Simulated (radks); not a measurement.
Q: Pd40+, 6 electrons, occupied as [He] 2s2 2p2. Calculated with a radial shooting solver on a logarithmic mesh with Libxc functionals: scalar-relativistic Kohn-Sham, r2SCAN, spin-polarised, spherical densities, finite nucleus; open shells are filled with parallel spins first (spin-orbit coupling, left out, can overturn this in heavy ions); meta-GGA in the generalised Kohn-Sham scheme; Fermi nuclear charge, rms radius 4.5318 fm. Some entries of the table are withheld. Estimate them.

orbital,occ.,eigenvalue (hartree),<1/r> (bohr^-1)
1s up,1,-1010.695,(1)
1s down,1,-1009.533,(2)
2s up,1,-233.3825,11.58
2s down,1,-231.4977,11.51
2p up,2,-223.0661,(3)
2p down,0,-220.6749,(4)

A: 
(1) 1s up <1/r> (bohr^-1): 48.34
(2) 1s down <1/r> (bohr^-1): 48.39
(3) 2p up <1/r> (bohr^-1): 11.15
(4) 2p down <1/r> (bohr^-1): 11.10
